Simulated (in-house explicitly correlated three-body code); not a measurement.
Computed with an exponentially correlated three-body code. Model: two electrons around a point charge, non-relativistic, variational in 260 exponentially correlated functions (energies converged to about 1e-7 hartree, or 1e-8 relative for large Z).

Command:
```bash
python run_hyl.py task.json out
```
Settings (lengths in bohr, energies in hartree):
```
Z                      7
screening              0.525
interaction_strength   1
functions              260
states_tried           13
```

Cost of the run: 2.4 min on 1 thread of Arm Neoverse N1 (shared host).

**Those bound S and P states to n = 4 that converged, binding against the one-electron ion.**

Given: nuclear charge 7; Yukawa screening of all interactions 0.525 1/bohr.

Computed: one-electron threshold -21.0223182 hartree.

```tsv
term	energy (hartree)	binding (eV)
1 1S	-38.3292532	470.95
2 3S	-23.3857298	64.312
2 1S	-23.171518	58.483
2 3P	-23.0739452	55.828
2 1P	-22.9375549	52.116
3 3S	-21.2811755	7.0439
3 1S	?	?
3 3P	?	?
3 1P	-21.1697908	4.0129
```

(1) What belongs in the row 3 1S?

(2) What belongs in the row 3 3P?

**Converged states only, values per electron or pair (inverse distances are <exp(-kr)/r>).**

```csv
term,mean r (bohr),mean r squared (bohr²),mean inverse r (1/bohr),mean r12 (bohr),mean inverse r12 (1/bohr),mean cosine,mean p1 dot p2 (bohr⁻²),delta r1 (bohr⁻³),delta r12 (bohr⁻³)
1 1S,0.22773,0.069757,6.1654,0.33674,3.5617,-0.0188,0.80465,98.378,10.123
2 3S,0.60091,0.60144,3.7671,1.0198,0.75496,-0.0055491,0.04888,58.797,-
2 1S,0.62723,0.66483,3.7439,1.0631,0.9072,-0.0080011,0.060812,58.39,1.4749
2 3P,?,?,?,?,?,?,?,?,-
2 1P,0.56273,0.53367,3.726,0.92879,0.99935,0.037901,2.3123,54.275,0.35402
3 3S,1.5192,4.6229,3.347,2.8338,0.16858,-0.0010464,0.0082636,54.947,-
3 1S,?,?,?,?,?,?,?,?,?
3 3P,1.5558,4.968,3.3342,2.9081,0.17949,-0.0085096,-0.33234,54.105,-
3 1P,1.6193,5.416,3.3287,3.0314,0.18488,0.0050775,0.32032,54.178,0.05852
```

(3) What belongs in the row 2 3P?

(4) What belongs in the row 3 1S?

**Electric-dipole lines between converged S and P states, rate of the upper state's decay.**

| s state | p state | p minus s (eV) | oscillator strength from s | rate (1/s) |
| --- | --- | --- | --- | --- |
| 1 1S | 2 1P | 418.83 | 0.5991 | 1.5201e+12 |
| 1 1S | 3 1P | 466.93 | 0.071949 | 2.2689e+11 |
| 2 1S | 2 1P | 6.3665 | 0.13759 | 8.0664e+07 |
| 2 1S | 3 1P | 54.47 | 0.18701 | 8.0255e+09 |
| 3 1S | 2 1P | -45.987 | -0.049779 | 4.568e+09 |
| 3 1S | 3 1P | ? | ? | ? |
| 2 3S | 2 3P | 8.4841 | 0.16752 | 1.7441e+08 |
| 2 3S | 3 3P | ? | ? | ? |
| 3 3S | 2 3P | -48.784 | -0.054379 | 5.6155e+09 |
| 3 3S | 3 3P | 2.4759 | 0.49024 | 4.3468e+07 |

(5) What belongs in the row 3 1S 3 1P?

(6) What belongs in the row 2 3S 3 3P?

**Static dipole response.**

| state | polarisability (bohr³) |
| --- | --- |
| 1 1S | 0.0047868 |
| 2 1S | 2.6106 |
| 2 3S | 1.8001 |

Answers

(1) energy (hartree): -21.2475543; binding (eV): 6.129.

(2) energy (hartree): -21.190187; binding (eV): 4.5679.

(3) mean r (bohr): 0.54247; mean r squared (bohr²): 0.49095; mean inverse r (1/bohr): 3.7438; mean r12 (bohr): 0.915; mean inverse r12 (1/bohr): 0.93077; mean cosine: -0.062106; mean p1 dot p2 (bohr⁻²): -2.4945; delta r1 (bohr⁻³): 53.719.

(4) mean r (bohr): 1.5924; mean r squared (bohr²): 5.1179; mean inverse r (1/bohr): 3.34; mean r12 (bohr): 2.9786; mean inverse r12 (1/bohr): 0.1868; mean cosine: -0.0014366; mean p1 dot p2 (bohr⁻²): 0.010429; delta r1 (bohr⁻³): 54.871; delta r12 (bohr⁻³): 0.24664.

(5) p minus s (eV): 2.1161; oscillator strength from s: 0.46022; rate (1/s): 2.9806e+07.

(6) p minus s (eV): 59.744; oscillator strength from s: 0.17388; rate (1/s): 8.977e+09.
